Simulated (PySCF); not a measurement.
Adding and removing an electron: TlC

UHF-CCSD(T); basis Tl def2-SVP with ECP60, C def2-SVP; scalar-relativistic core potentials; PySCF 2.14. Neutral (UHF): quartet (σ ↑, π ↑↑), Re = 2.306 Å, ωe = 435 cm⁻¹, De = 2.33 eV.

TlC⁺ (UHF): triplet (σ ↑, π ↑), Re = 3.175 Å, ωe = 117 cm⁻¹. The energies at the minima are -209.38170 hartree for TlC and -209.11098 for TlC⁺.

Question: Work out the adiabatic ionisation energy, without and with harmonic zero-point energies (1 hartree = 27.2114 eV, 1 eV = 8065.5 cm⁻¹), and the change of the bond length.

Answer: At UHF-CCSD(T): 0.27072 hartree = 7.367 eV between the minima; the zero-point term (117.0 − 435.0)/2 cm⁻¹ = -0.020 eV makes it 7.347 eV. Re changes by +86.9 pm against the neutral. The electron leaves a π orbital, and the ion is left as a loose complex of an ion and an atom.

Correlated steps freeze 5 core orbitals. Correlated levels converge slowly with the basis: in double zeta they bind strong bonds too weakly, by up to about 1 eV, and carry superposition errors of some tenths. These are scalar-relativistic numbers at best; spin–orbit coupling would shift them, the dissociation energy most. States were picked by a PBE0 search and need not be the measured ground states.
